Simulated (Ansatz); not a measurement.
Stretching the Ge1–H3 bond in BrGeH3 (SMILES [GeH3][Br]) (multiplicity 1 held, fragments rigid). Energies count from the point at 1.533 Å.
Geometry at that point (charge 0, multiplicity 1):
```xyz
5

Ge    -1.1456     0.0468     0.0046
Br     1.1842    -0.0484    -0.0048
H     -1.5399     1.4838    -0.3541
H     -1.6070    -0.3323     1.4163
H     -1.6424    -0.9559    -1.0428
```

Signs of static correlation in cc-pVTZ, with CASSCF(2,2), from Ansatz (a program for electronic structure) runs.

| R (Å) | T1 of restricted CCSD | ⟨S²⟩ of UHF | largest double amplitude of restricted CCSD | weight of the CASSCF reference in MRCISD | CASSCF natural occupations |
|---|---|---|---|---|---|
| 1.226 | 0.009 | 0.000 | 0.033 | 0.895 | 1.99 0.01 |
| 1.379 | 0.009 | 0.000 | 0.034 | 0.894 | 1.99 0.01 |
| 1.533 | 0.009 | 0.000 | 0.035 | 0.894 | 1.98 0.02 |
| 1.686 | 0.009 | 0.000 | 0.038 | 0.894 | 1.97 0.03 |
| 1.839 | 0.010 | 0.000 | 0.034 | 0.893 | 1.95 0.05 |
| 2.069 | 0.011 | 0.000 | (withheld) | 0.893 | 1.92 0.08 |
| 2.299 | 0.014 | 0.339 | 0.148 | 0.893 | 1.87 0.13 |
| 2.682 | 0.022 | 0.765 | (withheld) | 0.893 | 1.74 0.26 |
| 3.065 | 0.035 | 0.917 | 0.416 | 0.894 | 1.55 0.45 |
| 3.525 | 0.051 | 0.979 | 0.586 | 0.894 | 1.34 0.66 |
| 4.138 | 0.066 | 1.000 | 0.762 | 0.894 | 1.15 0.85 |
| 4.905 | 0.072 | 1.005 | 0.877 | 0.894 | 1.05 0.95 |

### Question
Some entries are withheld; supply them.

### Answer

- 2.069, largest double amplitude of restricted CCSD: 0.074
- 2.682, largest double amplitude of restricted CCSD: 0.276

Doubts at one or more of the structures used: a restricted determinant that unrestricted orbitals would lower (R-CCSD(T)/cc-pVTZ); other coupled-cluster roots lie near (R-CCSD(T)/cc-pVTZ); T1 above 0.05 (R-CCSD(T)/cc-pVTZ, U-CCSD(T)/cc-pVTZ); a spin-contaminated determinant (U-CCSD(T)/cc-pVTZ).
